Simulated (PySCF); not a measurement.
## Indirect couplings

Bonds (- single, = double, # triple, : aromatic): C1#C2 1.213 Å, C2-C3 1.406 Å, C3:C4 1.386 Å, C4:C5 1.394 Å, C5-F6 1.291 Å, C5:C7 1.405 Å, C7:C8 1.366 Å, C8:O9 1.322 Å, O9:C3 1.337 Å. C1 carries H10; C4 carries H11; C7 carries H12; C8 carries H13. Formal charges: O9 +1.

Total charge +1.

Couplings: B3LYP/pcJ-1 (spin–dipole term only in couplings to heteroatoms) in PySCF 2.14.0 with density-fitted response routines, geometry PBE0-D3(BJ)/def2-SVP; gas phase, one conformer, non-relativistic. Couplings are averaged over pairs made equivalent by symmetry, fast rotation or ring inversion, so a value needn't be that of the named pair in this geometry, while other rotamers aren't included; one pair stands for each set, and the list holds a selection of those of at least 1.5 Hz over up to four bonds, among pairs with at least one F or H atom (others weren't computed). One-bond C–F couplings come out tens of Hz too large with common functionals.

Isotopes: ¹³C, ¹⁹F, ¹H, ¹⁷O. Couplings to quadrupolar nuclei such as 17O and 33S are rarely resolved in practice.

```tsv
pair	bonds	J (Hz)
C1, H10	1	?
C4, H11	1	195.4
C5, F6	1	-387.8
C7, H12	1	196.1
C8, H13	1	229.1
C2, H10	2	54.9
C3, H11	2	?
C4, F6	2	16.0
C5, H11	2	-4.9
C5, H12	2	-4.5
C7, H13	2	10.0
C8, H12	2	?
C2, H11	3	3.6
C3, F6	3	?
C3, H10	3	?
C3, H13	3	?
C5, H13	3	?
F6, C8	3	17.1
F6, H11	3	6.5
O9, H12	3	-3.4
H12, H13	3	6.2
C2, F6	4	3.0
C4, H10	4	?
F6, H13	4	5.2
O9, H10	4	3.0
H11, H12	4	2.5
```

Estimate the withheld couplings, with signs.

Results:


- ¹J(C1,H10) = 300.0 Hz (bond length 1.080 Å, sp carbon)
- ²J(C3,H11) = 5.0 Hz (angle at C4 121°)
- ²J(C8,H12) = 6.6 Hz (angle at C7 122°)
- ³J(C3,F6) = 18.8 Hz (dihedral angle 180°)
- ³J(C3,H10) = 5.8 Hz
- ³J(C3,H13) = 9.8 Hz (dihedral angle 180°)
- ³J(C5,H13) = 8.8 Hz (dihedral angle 180°)
- ⁴J(C4,H10) = -2.0 Hz
